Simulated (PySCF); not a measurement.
## Correlation energy of Sm(53+) (samarium, charge +53)

Starting occupation: [He] 2s2 2p5, 2p1/2 with m_j = +1/2, 2p3/2 with m_j = -3/2, -1/2, +1/2, +3/2. Calculation: PySCF 2.14, in an even-tempered Gaussian basis (17 s from 33 bohr⁻², ratio 2.4; 13 p from 43 bohr⁻², ratio 2.4; 5 d from 150 bohr⁻², ratio 2.6; 4 f from 230 bohr⁻², ratio 2.6); X2C-1e with screened-nucleus spin-orbit coupling, Gaussian nucleus. Frozen: nothing; 9 electrons correlated; the 30 highest virtual spinors left out.

MP2 pair energies summed by pair of shells (mhartree):

```json
{"pair": "2p3/2-2p3/2", "energy": "-99.37", "share (%)": "27.7"}
{"pair": "2p3/2-2s1/2", "energy": "-66.35", "share (%)": "18.5"}
{"pair": "2p1/2-2p3/2", "energy": "-53.66", "share (%)": "15.0"}
{"pair": "1s1/2-1s1/2", "energy": "-50.28", "share (%)": "14.0"}
{"pair": "1s1/2-2p3/2", "energy": "-30.86", "share (%)": "8.6"}
{"pair": "2p1/2-2s1/2", "energy": "-20.96", "share (%)": "5.8"}
{"pair": "1s1/2-2s1/2", "energy": "-14.03", "share (%)": "3.9"}
{"pair": "2s1/2-2s1/2", "energy": "-13.54", "share (%)": "3.8"}
{"pair": "1s1/2-2p1/2", "energy": "-9.88", "share (%)": "2.8"}
```

Total MP2 correlation energy: -358.93 mhartree.

At this charge the one-electron X2C treatment keeps the bare 1/r₁₂, with no two-electron picture change or Breit term. That inflates the 1s pair energies well beyond their four-component values.
